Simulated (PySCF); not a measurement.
Molecular orbitals of LiHg

UHF at R = 3.040 Å; PySCF, scalar-relativistic core potentials, basis sets Li def2-TZVP, Hg def2-TZVP with ECP60. State: ²Σ⁺ (doublet), unpaired electrons σ ↑. Only the outer orbitals are listed, counted within each symmetry, core potentials removing the inner ones.

| spin | orbital | occ. | ε (eV) | on Li (%) | main shells (%) |
| --- | --- | --- | --- | --- | --- |
| α | 4σ | 1 | -16.90 | 0 | 100 Hg d |
| α | 2π | 1 | -16.86 | 0 | 100 Hg d |
| α | 2π | 1 | -16.86 | 0 | 100 Hg d |
| α | 1δ | 1 | -16.84 | 0 | 100 Hg d |
| α | 1δ | 1 | -16.84 | 0 | 100 Hg d |
| α | 5σ | 1 | -9.70 | 7 | 93 Hg s |
| α | 6σ | 1 | -4.91 | 85 | 83 Li s, 12 Hg p |
| α | 3π | 0 | 0.72 | 31 | 69 Hg p, 31 Li p |
| α | 3π | 0 | 0.72 | 31 | 69 Hg p, 31 Li p |
| α | 7σ | 0 | 0.74 | 37 | 65 Hg p, 22 Li p, 15 Li s |
| β | 4σ | 1 | -16.86 | 0 | 100 Hg d |
| β | 2π | 1 | -16.85 | 0 | 100 Hg d |
| β | 2π | 1 | -16.85 | 0 | 100 Hg d |
| β | 1δ | 1 | -16.84 | 0 | 100 Hg d |
| β | 1δ | 1 | -16.84 | 0 | 100 Hg d |
| β | 5σ | 1 | -9.36 | 2 | 97 Hg s |
| β | 6σ | 0 | 0.67 | 55 | 56 Li s, 43 Hg p |
| β | 3π | 0 | 1.05 | 8 | 92 Hg p |
| β | 3π | 0 | 1.05 | 8 | 92 Hg p |

Task: Which are the highest filled and the lowest empty level, where do they sit, and how wide is the gap?

Result: Highest filled α 6σ at -4.91 eV (in %: 83 Li s, 12 Hg p); lowest empty β 6σ at 0.67 eV (in %: 56 Li s, 43 Hg p); the gap at UHF is 5.58 eV. An empty level above zero is unbound, and its energy depends on the basis.

The bond order (Mayer) is 0.24. The ⟨S²⟩ is 0.762, the charge on Li (Mulliken, basis-dependent) is 0.06 and the charge on Li (Löwdin, basis-dependent) is -0.03. The dipole moment (positive dipole means Li(−)Hg(+)) is 0.98 D and the polarisability along the bond is 350.6 bohr³. The polarisability across the bond is 155.4 bohr³.

Spin–orbit coupling is left out. The state was picked by a PBE0 search and need not be the measured ground state.
